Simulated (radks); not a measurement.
The numbers below are computed, except where a source is named.
Species: W3+. Configuration: [Xe] 4f14 5d3.

Code: a radial shooting solver on a logarithmic mesh with Libxc functionals. Model: non-relativistic Kohn-Sham, LDA (Slater exchange, Perdew-Wang correlation), spin-polarised, spherical densities, point nucleus; open shells are filled with parallel spins first (spin-orbit coupling, left out, can overturn this in heavy ions); relativity is left out, which matters for an element this heavy.

Energy parts (hartree):
part                       energy
total                 -15281.6897
kinetic                15276.1993
electron-nucleus      -36326.0483
Hartree                 6066.2239
exchange-correlation    -298.0646

Orbitals (lengths in bohr, moments of r in powers of bohr; <r^-3> diverges for s and p1/2):
| orbital | occ. | eigenvalue (hartree) | <r> | <r^4> | <r^-3> |
|---|---|---|---|---|---|
| 1s up | 1 | -2342.094 | 0.02048 | 7.921e-07 | - |
| 1s down | 1 | -2342.094 | 0.02048 | 7.921e-07 | - |
| 2s up | 1 | -385.9092 | 0.08653 | 0.0001292 | - |
| 2s down | 1 | -385.9029 | 0.08653 | 0.0001292 | - |
| 2p up | 3 | -370.0666 | 0.07317 | 0.00008125 | 14180 |
| 2p down | 3 | -370.0617 | 0.07317 | 0.00008125 | 14180 |
| 3s up | 1 | -88.91620 | 0.2199 | 0.004515 | - |
| 3s down | 1 | -88.91345 | 0.2199 | 0.004514 | - |
| 3p up | 3 | -81.55066 | 0.2099 | 0.004027 | 3030 |
| 3p down | 3 | -81.54787 | 0.2099 | 0.004026 | 3030 |
| 3d up | 5 | -67.77450 | 0.1840 | 0.002737 | 534.4 |
| 3d down | 5 | -67.77030 | 0.1840 | 0.002737 | 534.4 |
| 4s up | 1 | -18.62030 | 0.4904 | 0.1065 | - |
| 4s down | 1 | -18.61469 | 0.4903 | 0.1064 | - |
| 4p up | 3 | -15.54478 | 0.4974 | 0.1177 | 690.9 |
| 4p down | 3 | -15.53879 | 0.4973 | 0.1175 | 691.0 |
| 4d up | 5 | -9.92996 | 0.5140 | 0.1507 | 105.4 |
| 4d down | 5 | -9.92263 | 0.5138 | 0.1502 | 105.4 |
| 4f up | 7 | -2.60243 | 0.5892 | 0.4257 | 20.04 |
| 4f down | 7 | -2.58966 | 0.5864 | 0.4111 | 20.14 |
| 5s up | 1 | -3.45635 | 1.165 | 3.391 | - |
| 5s down | 1 | -3.39717 | 1.159 | 3.332 | - |
| 5p up | 3 | -2.55915 | 1.282 | 5.206 | 101.5 |
| 5p down | 3 | -2.49305 | 1.275 | 5.123 | 103.4 |
| 5d up | 3 | -1.21758 | 1.721 | 19.20 | 8.696 |
| 5d down | 0 | -1.14203 | 1.729 | 20.15 | 8.768 |

The highest occupied level is 5d up at -33.132 eV. The density falls to 0.001 e/bohr^3 at r = 3.38 bohr. Virial ratio -V/T = 2.00036. The electron density at the nucleus is 2.896e+05 e/bohr^3.
